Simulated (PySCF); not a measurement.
Identify the unknown among the candidates.

All candidates are C7H8S.

| technique | computed result |
| --- | --- |
| UV, first state | lowest singlet excitation: 4.88 eV (254 nm, f = 0.014) [TDDFT CAM-B3LYP/def2-SVPD] |
| 1H NMR | chemical shifts (computed TMS as zero) by class: 7.10 (2 H), 7.01 (2 H), 3.45 (1 H), 2.26 (3 H) ppm [GIAO PBE0/pcSseg-1] |
| Dipole | 1.51 D [CAM-B3LYP/def2-SVPD] |
| Rotational structure | rotational constants A, B, C: 5.450, 0.972, 0.829 GHz [PBE0-D3(BJ)/def2-SVP] |
| Valence photoelectron | vertical ionisation energy: 8.06 eV [ΔSCF CAM-B3LYP/def2-SVPD] |
| 13C NMR | chemical shifts (computed TMS as zero) by class: 139.0 (1 C), 137.8 (1 C), 135.1 (2 C), 130.8 (2 C), 22.5 (1 C) ppm [GIAO PBE0/pcSseg-1] |
| NMR, other nuclei | isotropic shieldings of nuclei other than C and H, by class: 503 (1 S) ppm [GIAO PBE0/pcSseg-1] |

Gas-phase values; electronic properties from PySCF, density fitting. Levels stand in brackets. One conformer (not necessarily the lowest) at the PBE0-D3(BJ)/def2-SVP geometry, without solvent, vibrations or thermal averaging. Each NMR value is the plain mean over a class of atoms that symmetry, rotation or inversion makes alike.

**Question.** Which candidate is it?
A. `c1csc(C2CC2)c1`
B. `Cc1ccc(S)cc1`
C. `SCc1ccccc1`

**Answer.** B. It is `Cc1ccc(S)cc1`. Numbering: `[CH3:1][c:2]1[cH:3][cH:4][c:5]([SH:6])[cH:7][cH:8]1`. Its formula, C7H8S, gives 4 degrees of unsaturation: 1 ring and 3 π bonds in the structure found (Kekulé form). 7 carbons fall into 5 classes; from least to most shielded: substituted aromatic carbon [C5] (139.0 ppm), substituted aromatic carbon [C2] (137.8 ppm), aromatic CH carbon [C3/C8] (135.1 ppm, 2 C), aromatic CH carbon [C4/C7] (130.8 ppm, 2 C), benzylic-type carbon [C1] (22.5 ppm). Hydrogen classes from least to most shielded: 2 H on 2 aromatic CH carbons, C3/C8 (7.10 ppm), 2 H on 2 aromatic CH carbons, C4/C7 (7.01 ppm), 1 H on a thiol sulfur, S6 (3.45 ppm), 3 H on a benzylic-type carbon, C1 (2.26 ppm). The other shieldings belong to: 503 ppm, thiol sulfur [S6]. The first electron is taken from the HOMO, whose largest Löwdin shares are 0.37 on the thiol sulfur, 0.15 on a substituted aromatic carbon, 0.14 on a substituted aromatic carbon and 0.07 on an aromatic CH carbon. By its constants the optimised geometry is an asymmetric top.

The others, at the same levels:
- `c1csc(C2CC2)c1` fails: it has 6 carbon classes against 5; its computed 13C shifts are 159.5 (1 C), 131.2 (1 C), 128.1 (1 C), 127.9 (1 C), 16.4 (2 C), 15.8 (1 C) ppm, 1H shifts are 7.01 (1 H), 6.88 (1 H), 6.84 (1 H), 1.93 (1 H), 1.10 (2 H), 0.62 (2 H) ppm and lowest singlet excitation is 5.36 eV (231 nm, f = 0.177) (against 4.88 eV).
- `SCc1ccccc1` fails: its computed lowest singlet excitation is 5.34 eV (232 nm, f = 0.000) (against 4.88 eV), vertical ionisation energy is 8.77 eV (against 8.06 eV) and rotational constant A is 4.268 GHz (against 5.450 GHz).

Each candidate is one conformer, not necessarily the lowest. The conformers computed, where there is a choice (atom-mapped SMILES and torsion angles):
- `[CH3:1][c:2]1[cH:3][cH:4][c:5]([SH:6])[cH:7][cH:8]1`: H–S6–C5–C4 0°
- `[cH:1]1[cH:2][s:3][c:4]([CH:5]2[CH2:6][CH2:7]2)[cH:8]1`: S3–C4–C5–C6 -37°
- `[SH:1][CH2:2][c:3]1[cH:4][cH:5][cH:6][cH:7][cH:8]1`: S1–C2–C3–C4 -60°, H–S1–C2–C3 -54°
